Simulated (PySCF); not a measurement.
FH₅OSi₃, SMILES [SiH2]1[SiH]([SiH2]O1)F.

Geometry optimised at PBE-D3(BJ)/def2-SVP. The structure was generated by enumeration, and PubChem lists no compound with its InChIKey, so it may never have been made.

Two levels are set side by side: TDA-PBE/def2-SVPD (PySCF) and TDA-LC-ωPBE/def2-SVPD (PySCF). Vertical, same geometry. The lowest singlet is HOMO→LUMO 99 % with PBE and HOMO→LUMO 84 % with the other functional; states are paired by order. Differences are taken from unrounded values.

```
quantity                               TDA-LC-ωPBE
-------------------------------------  -----------
lowest singlet excitation (eV)                5.06
lowest triplet excitation (TDA) (eV)          4.24
first bright state (f over 0.05) (eV)         5.88
its oscillator strength                       0.16
```

Q: What does TDA-PBE give, and how far is it from TDA-LC-ωPBE? (Estimate from the structure and the level; the computed values follow.)

A: 
```csv
quantity,TDA-PBE,TDA-PBE minus TDA-LC-ωPBE
lowest singlet excitation (eV),4.50,-0.57
lowest triplet excitation (TDA) (eV),3.88,-0.36
first bright state (f over 0.05) (eV),5.06,-0.82
its oscillator strength,0.10,-0.06
```

Functionals without exact exchange tend to place singlet excitations lower, as here. Differences between two approximate levels are no errors against the true value.

Rough cost on one machine, each run with all the roots and properties that it gave: TDA-LC-ωPBE against TDA-PBE about 3 times.
